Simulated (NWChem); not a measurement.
System: TiNH3O2; SMILES [NH2][Ti](=[O])[OH]

Here is an NWChem input.

```
start job
memory heap 200 mb stack 900 mb global 1100 mb
geometry units angstroms noautoz
  Ti    -0.091552    -0.067880     0.297470
  O     -1.678751    -0.080847     0.142571
  O      0.834927    -1.629707     0.362739
  H      0.570512    -2.552604     0.321340
  N      0.683557     1.656691     0.403924
  H      1.675309     1.866142     0.504445
  H      0.171474     2.535406     0.369651
end
basis spherical
  Ti library def2-svp
  O library def2-svp
  H library def2-svp
  N library def2-svp
end
dft
  xc xpbe96 cpbe96
  iterations 150
  mulliken
end
task dft energy
```

Coordinates come from a PBE0/def2-SVP optimisation.

Predict the main results of this run. (PBE/def2-SVP.) Quantities: basis functions; energy (Ha); highest occupied level (eV); orbital gap (eV); dipole (D).


```yaml
number_of_basis_functions: 88
energy (Ha): -1055.91
highest occupied level (eV): -5.97
orbital gap (eV): 3.23
dipole (D): 2.09
```
